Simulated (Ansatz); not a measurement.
C2H3ClSSi (`C=C1S[SiH]1Cl`), relaxed with RKS PBE0-D4/def2-TZVP in Ansatz 0.2.0 from a PBE-D4/def2-SVP geometry. The force threshold is 0.005 eV/Å; the program also tests the step.

The species carries charge 0 and has multiplicity 1.

Start:

```xyz
8

C    -0.848   -1.387   -0.399
C    -0.326   -0.159   -0.254
S    -0.459    1.388   -1.225
Si    0.695    1.109    0.550
Cl    2.758    1.042    0.439
H    -0.607   -2.175    0.331
H    -1.516   -1.649   -1.236
H     0.302    1.832    1.794
```

**Question.** By how much does the energy fall, and how many steps does the optimiser take? (An estimate is asked.)

**Answer.** Ansatz gave: 5.94 kJ/mol, in 5 steps.

**Question.** Which bonds change most? (Estimate.)

**Answer.** Ansatz gave: S3–Si4 from 2.136 to 2.095 Å; Si4–Cl5 from 2.066 to 2.033 Å; C2–S3 from 1.831 to 1.807 Å; C2–Si4 from 1.816 to 1.796 Å.

**Question.** Give the relaxed structure. (Estimate.)

**Answer.** The calculation gave: 
```xyz
8

C    -0.837   -1.369   -0.393
C    -0.320   -0.161   -0.246
S    -0.447    1.364   -1.206
Si    0.689    1.103    0.534
Cl    2.718    1.036    0.434
H    -0.606   -2.147    0.325
H    -1.495   -1.623   -1.217
H     0.298    1.798    1.771
```
